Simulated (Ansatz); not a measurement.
Isolated molecules relaxed with PBE0-D4/def2-TZVP in Ansatz; ΔE leaves out vibrations. CCSD(T)/CBS adds triple-zeta CCSD(T) − MP2 to the extrapolated MP2 energy (def2 sets, frozen cores). This one scheme is used for every species. DFT in def2-TZVPP. B3LYP here is the variant with VWN-RPA as its local correlation; programs differ in this. HSE06 is defined as in plane-wave codes. Open shells (•) are unrestricted, without spin–orbit coupling. def2 core potentials past Kr. For Sn outer-core shells are correlated without core-valence functions, which leaves a few kJ/mol of doubt a bond. One conformer a species, not always the lowest.

Consider the homolysis of the S–Sn bond: `[SH][Sn]([SH])([Cl])[Cl]` → `[SH]`• + `[SH][Sn]([Cl])[Cl]`•.

`[SH][Sn]([SH])([Cl])[Cl]`:

```xyz
7

S    -1.302   -1.265    1.428
Sn    0.106   -0.027   -0.024
S    -1.054    1.834   -0.923
Cl    1.991    0.567    1.182
Cl    0.902   -1.273   -1.805
H    -0.264   -1.574    2.226
H    -0.380    1.737   -2.083
```

`[SH]`•:

Cartesian coordinates in Å:
```
S 0.259 -0.469 -0.406
H -0.259 0.469 0.406
```

`[SH][Sn]([Cl])[Cl]`•:

Z-matrix (Å, degrees):
```
Sn
S 1 2.418
Cl 1 2.346 2 108.2
Cl 1 2.338 2 105.9 3 -115.1
H 2 1.346 1 91.2 3 -42.2
```

```
             level  ΔE (kJ/mol)  difference from CCSD(T)/CBS
       LDA (SPW92)        321.9                         20.1
            PBE-D4        275.4                        -26.4
         revPBE-D4        265.0                        -36.8
           PBE0-D4        282.2                        -19.6
          HSE06-D4        281.6                        -20.2
      CAM-B3LYP-D4        270.1                        -31.7
          PBE-QIDH        293.8                         -8.0
            revPBE        244.7                        -57.1
             B3LYP        245.0                        -56.8
           r2SCAN0        269.3                        -32.5
             HSE06        272.8                        -29.0
RPA@PBE/def2-TZVPP        259.6                        -42.2
     CCSD/def2-SVP        264.6                        -37.2
SCS-MP2/def2-TZVPP        295.7                         -6.1
    MP2/def2-QZVPP        316.9                         15.1
    CCSD/CBS(def2)        291.3                        -10.5
       CCSD(T)/CBS        301.8                            0
```

Largest T1 diagnostic among the species: 0.016.

The D4 term adds +16.3 kJ/mol with B3LYP and +9.1 kJ/mol with PBE0; it sums over pairs of atoms, weighted by their polarisabilities, and B3LYP, whose exchange is more repulsive, gets the larger term. At CCSD(T), def2-SVP lies −31.4 kJ/mol from the extrapolated value and def2-TZVPP −17.2 kJ/mol: correlation converges slowly with the basis, and small sets miss more of it in the bonded molecule than in its fragments. From BLYP to BHLYP (50 % exact exchange), in def2-TZVPP and without D4, ΔE moves by +22.8 kJ/mol.
